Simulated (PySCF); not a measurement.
H4AlF2N, singlet (B3LYP/def2-SVP optimised geometry):

```
8

Al    -0.219    -0.990     0.000
H     -0.964    -1.497    -1.298
F      1.463    -0.990     0.000
F     -0.929    -1.295     1.493
N     -0.478     1.041     0.000
H     -1.463     1.315    -0.059
H      0.018     1.497    -0.770
H     -0.107     1.425     0.874
```

Calculation: B3LYP/def2-TZVP (PySCF).

What are the frontier orbital energies and the dipole moment?

HOMO-2 -10.12 eV, HOMO-1 -9.93 eV, HOMO -8.31 eV, LUMO -0.72 eV, LUMO+1 0.94 eV; dipole moment 5.99 D.

Meta-Löwdin charges at B3LYP/def2-TZVP: Al1 1.05, H2 -0.20, F3 -0.57, F4 -0.57, N5 -0.49, H6 0.26, H7 0.26, H8 0.27.
